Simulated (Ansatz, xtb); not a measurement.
# Ranking isomers of C6H4O2S

7 gas-phase structures of C6H4O2S, from a drawn sample of its isomers (lower ones may exist). Each was relaxed with GFN2-xTB:

A. `O=CC1=COC=CC1=S`, a singlet
B. `Oc1cc2sccc2o1`, a singlet
C. `Sc1cc2occc2o1`, a singlet
D. `Oc1coc2ccsc12`, a singlet
E. `Oc1cc2occc2s1`, a singlet
F. `O=CC1=CC=COC1=S`, a singlet
G. `O=CC1=CC(=S)C=CO1`, a singlet

Problem. Estimate their order in r2SCAN-D4/def2-SVP energy at these geometries, lowest first.

Solution. Calculated order at r2SCAN-D4/def2-SVP: B (0.0), F (25.4), E (26.0), D (28.9), A (33.6), G (36.8), C (87.2) kJ/mol. Less than 1 kcal/mol parts F and E; E and D; A and G, so the order within those pairs means little.

Energies above the lowest of each column, in kJ/mol; the last columns are at B3LYP/def2-SVP geometries and were run for some of them only (a dash: not run or not comparable):

```tsv
structure	GFN2-xTB	HF/STO-3G	r2SCAN-D4/def2-SVP	B3LYP/def2-SVP	CCSD(T)/def2-SVP + ΔMP2/def2-TZVPP
B	0.0	0.0	0.0	0.0	0.0
F	110.5	176.6	25.4	4.9	37.3
E	14.8	22.1	26.0	25.4	24.8
D	19.6	28.4	28.9	27.4	–
A	112.9	192.9	33.6	12.6	41.0
G	121.1	195.5	36.8	15.8	46.1
C	24.7	41.9	87.2	–	–
```

Every level run on B puts it lowest or level with the lowest. CCSD(T)/def2-SVP + ΔMP2/def2-TZVPP orders those it was run on as B (0.0), E (24.8), F (37.3), A (41.0), G (46.1) kJ/mol. Less than 1 kcal/mol parts F and A, so the order within that pair means little. Flexible structures stand in one conformer each, not always the lowest. Frequencies (GFN2-xTB) were run for A, B, E, F, G alone. The ΔMP2 step shifts differences by up to 30.4 kJ/mol, which makes them less sure. Large T1 diagnostics make some coupled-cluster values less sure. ΔMP2 is the change of the MP2 energy from the smaller to the larger basis.

Over these structures GFN2-xTB departs from r2SCAN-D4/def2-SVP by 50.8 kJ/mol on average once a common shift is removed. A GFN2-xTB relaxation took about 0.078 s and the r2SCAN-D4/def2-SVP energy about 2.6 s on a shared host (Ansatz 0.2.0, xtb 6.7.1).
